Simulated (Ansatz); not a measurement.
Correlation energies of CH6BFOSi, SMILES `BO[SiH](C)F` by basis set

| atom | x (Å) | y (Å) | z (Å) |
| --- | --- | --- | --- |
| B1 | 0.611 | 2.213 | -0.048 |
| O2 | -0.156 | 1.111 | -0.185 |
| Si3 | -0.157 | -0.344 | 0.588 |
| C4 | -0.431 | -1.682 | -0.646 |
| F5 | -1.372 | -0.315 | 1.620 |
| H6 | 0.363 | 3.162 | -0.736 |
| H7 | 1.518 | 2.221 | 0.743 |
| H8 | 1.088 | -0.485 | 1.378 |
| H9 | -1.359 | -1.510 | -1.197 |
| H10 | 0.392 | -1.717 | -1.364 |
| H11 | -0.497 | -2.655 | -0.154 |

Charge 0, multiplicity 1. The geometry is a stationary point of PBE0-D4/def2-TZVP. It is one conformer, not always the lowest. Frozen core, restricted reference, Ansatz. CBS rows extrapolate triple and quadruple zeta; past MP2 they add the triple-zeta difference.

| basis | HF (Eh) | MP2 corr. | CCSD corr. | (T) | CCSD(T) total |
| --- | --- | --- | --- | --- | --- |
| def2-TZVPP | ? | ? | -0.91766 | -0.03042 | ? |
| def2-QZVPP | -529.59251 | ? | – | – | – |
| CBS(def2) | -529.59549 | ? | -1.04098 | as TZ | ? |

Question: Fill in the withheld values. (An estimate is asked.)

Answer: The calculation gave: def2-TZVPP HF (Eh): -529.57088; def2-TZVPP MP2 corr.: -0.87938; def2-TZVPP CCSD(T) total: -530.51896; def2-QZVPP MP2 corr.: -0.95022; CBS(def2) MP2 corr.: -1.00270; CBS(def2) CCSD(T) total: -530.66689.
